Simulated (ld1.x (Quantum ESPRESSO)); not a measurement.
What the settings do to the PAW potential of nitrogen

Base potential:

| Property | Result |
| --- | --- |
| Element | N |
| Generator | ld1.x (Quantum ESPRESSO) 7.5 |
| Type | PAW |
| Functional | PBE |
| Relativity | scalar-relativistic |
| Frozen core | [He] |
| Valence charge | 5 |
| Reference configuration | 2s2 2p3 |
| Partial waves | 2s (bound): rcut 0.85, rcutus 1.15 bohr; 2s channel at -0.5 Ry: rcut 0.85, rcutus 1.15 bohr; 2p (bound): rcut 1.70, rcutus 2.25 bohr; 2p channel at 0.2 Ry: rcut 1.70, rcutus 2.25 bohr |
| Local potential | all-electron potential smoothed inside 1.90 bohr (lloc = -1) |
| Core correction | Bessel-smoothed model core, default radius (core density twice the valence density) |
| Augmentation charge | PSQ, inside the norm-conserving radii |

All-electron outer shells of the reference configuration (PBE, scalar-relativistic, ld1.x):

```json
{"shell": "1s", "level (eV)": "-384.72", "outermost node (bohr)": "–", "outermost maximum (bohr)": "0.15"}
{"shell": "2s", "level (eV)": "-18.58", "outermost node (bohr)": "0.32", "outermost maximum (bohr)": "1.02"}
{"shell": "2p", "level (eV)": "-7.09", "outermost node (bohr)": "–", "outermost maximum (bohr)": "0.98"}
```

Cutoffs, loose and tight: the cutoffs (Ry, on a coarse ladder) from which the occupation-weighted sum of valence levels, in a spherical-Bessel basis at the reference potential, stays within 10 and 1 mRy of its value at 400 Ry. They do not see the model core or the augmentation charge, which bear on the density cutoff. Test errors are all-electron minus pseudo excitation energies from the reference, over the configurations 2s2 2p2; 2s2 2p1; 2s2 2p0; 2s1 2p3; 2s1 2p4; 2s0 2p5; 2s2 2p2.5. A dash means not determined; rows that change the core or the reference have their own tests. The largest error is taken over the tests solved by every variant that gives reliable tests at all: 2s0 2p5; 2s1 2p4; 2s2 2p0.

Cutoffs are not given where the Bessel-basis levels miss the radial ones by over 6 mRy, ghosts where they miss by over 20 mRy; a channel whose overlap is not positive is not tested.

The default core radius of the base comes out at 0.41 bohr.

A file whose overlap is not positive is unfit for use, and its test errors describe a broken file.

```csv
change,outcome,"cutoff, loose","cutoff, tight",bound ghosts,largest test error (meV)
base,generated,15 Ry,25 Ry,none,+21
"waves 2s (bound): rcut 0.70, rcutus 0.74 bohr; 2s channel at -0.5 Ry: rcut 0.70, rcutus 0.74 bohr","generated, overlap not positive",–,–,not determined (overlap not positive),-2.5
"waves 2p (bound): rcut 1.52, rcutus 1.62 bohr; 2p channel at 0.2 Ry: rcut 1.52, rcutus 1.62 bohr",generated,25 Ry,40 Ry,none,+9.6
core correction Bessel-smoothed model core inside 0.56 bohr,generated,15 Ry,25 Ry,none,+19
functional PBEsol,generated,15 Ry,25 Ry,none,+16
"wave 2p channel at 0.2 Ry: rcut 1.70, rcutus 2.25 bohr becomes 2p channel at 1.62 Ry: rcut 1.70, rcutus 2.25 bohr",generated,15 Ry,25 Ry,none,+21
local potential all-electron potential smoothed inside 1.48 bohr (lloc = -1),generated,15 Ry,25 Ry,none,-5.6
```

(1) What comes out with this change to the base: local potential all-electron potential smoothed inside 1.10 bohr (lloc = -1)?

(2) What comes out with this change to the base: all radii but the core radius scaled by about 1.38 (s 1.58, p 3.10 bohr, rcut 1.18/2.34); local potential all-electron potential smoothed inside 2.62 bohr (lloc = -1)?

Answers

(1) outcome: generated; cutoff, loose: 15 Ry; cutoff, tight: 25 Ry; bound ghosts: none; largest test error (meV): -2.5.

(2) outcome: generated; cutoff, loose: 15 Ry; cutoff, tight: 21 Ry; bound ghosts: none; largest test error (meV): +76.
